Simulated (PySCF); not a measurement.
Correlation energy of He (helium, neutral)

1s1 2s1, high-spin 3S determinant (an excited configuration). All numbers are calculated (PySCF 2.14, the non-relativistic Hamiltonian (point nucleus), in dyall-acv3z (10s3p2d, 29 functions)). Frozen: nothing; 2 electrons correlated; the 4 highest virtual orbitals of each spin left out.

With two correlated electrons CCSD is exact within the correlated space (frozen core and kept virtual orbitals).

```
level  correlation energy (mhartree)
 CCSD                          -0.94
```

Diagnostics: T1 = 0.0018, D1 = 0.0035, largest double amplitude 0.010.

Is a single reference adequate?

Yes: T1 lies below 0.03 and no double amplitude reaches 0.07.
